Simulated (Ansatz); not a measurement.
System: C₂H₃Br, charge 0, singlet. C2H3Br (SMILES C=CBr).
B3LYP-D3(BJ)/def2-TZVP minimum from Ansatz (a first-principles code):
```
C
C 1 1.3193
H 1 1.0797 2 124.39
H 2 1.0811 1 122.60 3 180.00
H 2 1.0831 4 117.94 1 180.00
Br 1 1.9011 3 112.22 2 180.00
```
Charge 0, spin multiplicity 1.

Property: atomisation energy (electronic, to ground-state atoms), in kJ/mol. Open shells are spin-unrestricted; no spin-orbit coupling. Cores are frozen in correlated methods (noble-gas shells, and filled d and f shells in the p block). No relativity. CBS(X,Y): correlation extrapolated as X^-3, Hartree-Fock from the larger set (Q,5: extrapolated as (X+1)exp(-9√X)). A bracket is a step between two methods taken in the basis named. For partners of very few electrons the exact lower level stands in for a higher one. Spin-orbit terms, left out, reach several kcal/mol for Br and I, and more for heavier atoms.

CCSD(T)/CBS(cc-pVQZ,cc-pV5Z) + [CCSDT(Q) - CCSD(T)]/cc-pVDZ (Ansatz) gives 2216.6 kJ/mol.

Q: How far off this value is PBE/def2-TZVPD (Ansatz), in which direction, and which of these levels come nearer: r2SCAN/def2-TZVPD, B3LYP/def2-TZVPD, PBE0/def2-TZVPD, wB97M-V/def2-TZVPD, CCSD(T)/CBS(cc-pVQZ,cc-pV5Z)?

A: PBE gives 2278.0 kJ/mol, 61.4 kJ/mol above it. Differences of the others: r2SCAN/def2-TZVPD (Ansatz) 11.8; B3LYP/def2-TZVPD (Ansatz) -12.7; PBE0/def2-TZVPD (Ansatz) 15.7; wB97M-V/def2-TZVPD (Ansatz) 0.0; CCSD(T)/CBS(cc-pVQZ,cc-pV5Z) (Ansatz) -2.0 kJ/mol. Nearer than PBE: r2SCAN/def2-TZVPD, B3LYP/def2-TZVPD, PBE0/def2-TZVPD, wB97M-V/def2-TZVPD, CCSD(T)/CBS(cc-pVQZ,cc-pV5Z).
